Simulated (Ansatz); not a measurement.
Computed with Ansatz on PBE0-D4/def2-TZVP structures; ΔE is electronic, products minus reactants. CBS: MP2 limit from def2 TZ/QZ plus the TZ coupled-cluster correction, frozen cores. DFT in def2-TZVPP. B3LYP here is the variant with VWN-RPA as its local correlation; programs differ in this. One conformer a species, not always the lowest.

Consider the formal exchange of groups at the Si–N bond: `C=N[SiH2]N[SiH3]` + `COBCl` → `COB([SiH3])Cl` + `C=N[SiH2]N`.

`C=N[SiH2]N[SiH3]`:

```xyz
13

C     0.721   -2.417   -0.702
N     1.195   -1.253   -0.715
Si    0.979   -0.114    0.590
N     0.219    1.328    0.052
Si   -1.474    1.659   -0.028
H     0.125   -2.833    0.128
H     0.885   -3.096   -1.548
H     0.128   -0.709    1.661
H     2.340    0.203    1.086
H     0.826    1.997   -0.399
H    -1.963    1.772   -1.430
H    -2.168    0.530    0.641
H    -1.812    2.933    0.664
```

`COBCl`:

Z-matrix (Å, degrees):
```
C
O 1 1.416
H 1 1.091 2 108.7
H 1 1.093 2 111.5 3 120.8
H 1 1.091 2 108.6 3 -118.4
B 2 1.334 1 121.8 3 -120.7
Cl 6 1.755 2 118.3 1 -180.0
H 6 1.195 2 122.7 1 0.0
```

`COB([SiH3])Cl`:

Cartesian coordinates in Å:
```
C -1.082 -0.886 -1.633
O -0.079 -0.591 -0.674
B -0.132 0.343 0.278
Si 1.418 0.604 1.550
Cl -1.559 1.394 0.470
H -0.670 -0.704 -2.626
H -1.974 -0.276 -1.486
H -1.336 -1.943 -1.541
H 1.921 2.001 1.445
H 0.955 0.391 2.949
H 2.539 -0.333 1.268
```

`C=N[SiH2]N`:

```xyz
10

C    -1.268   -1.213    0.959
N    -1.034   -0.074    0.484
Si    0.184    0.221   -0.739
N     1.354    1.381   -0.289
H    -2.043   -1.353    1.723
H    -0.732   -2.131    0.659
H     0.907   -1.051   -1.038
H    -0.550    0.733   -1.920
H     1.098    2.350   -0.198
H     2.084    1.136    0.360
```

CCSD(T)/CBS gives +0.73 eV.

**Question.** Another level gave +0.80 eV. Which?
A. MP2/def2-TZVPP
B. B3LYP/def2-TZVPP
C. PBE-D4/def2-TZVPP
D. B2PLYP/def2-TZVPP

**Answer.** A. MP2/def2-TZVPP 0.80, B3LYP 0.71, B2PLYP 0.75, PBE-D4 0.54 eV.

Largest T1 diagnostic among the species: 0.013.

In def2-TZVPP, CCSD(T) changes the Hartree–Fock value by −0.19 eV (the triples alone add −0.03 eV) and MP2 by −0.13 eV. From PBE to PBE0 (25 % exact exchange), in def2-TZVPP and without D4, ΔE moves by +0.08 eV.
